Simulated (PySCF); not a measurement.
Vertical excitations of a molecule C₃H₈Si from TDDFT-CAM-B3LYP/def2-SVPD (PySCF), as energy in eV (oscillator strength): 6.72 (0.002), 7.13 (0.471), 7.56 (0.031), 8.03 (0.004), 8.09 (0.009), 8.38 (0.001), 8.50 (0.024), 8.58 (0.013), 8.62 (0.001), 8.75 (0.022). Lowest triplet (TDA): 4.20 eV. Geometry: B3LYP-D3(BJ)/def2-SVP. The values are those of a single conformer.

Which structure fits?
A) C1C[SiH2]C1
B) C/C=C\[SiH3]
C) C=C[SiH2]C
D) C=CC[SiH3]

C, C=C[SiH2]C
